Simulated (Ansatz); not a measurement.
Species: C$_{3}$H$_{6}$O, SMILES `C/C=C/O` (C–C–O–H torsion 180°) (charge 0, multiplicity 1), formula C$_{3}$H$_{6}$O.

How many basis functions does frozen-core CCSD(T)/cc-pVTZ // B3LYP-D3(BJ)/def2-TZVP run with Ansatz (an electronic-structure program) use, how many core orbitals are frozen, and how many electrons are correlated?

204 basis functions and 4 frozen orbitals, which leaves 24 correlated electrons. Core time is of the order of seconds.
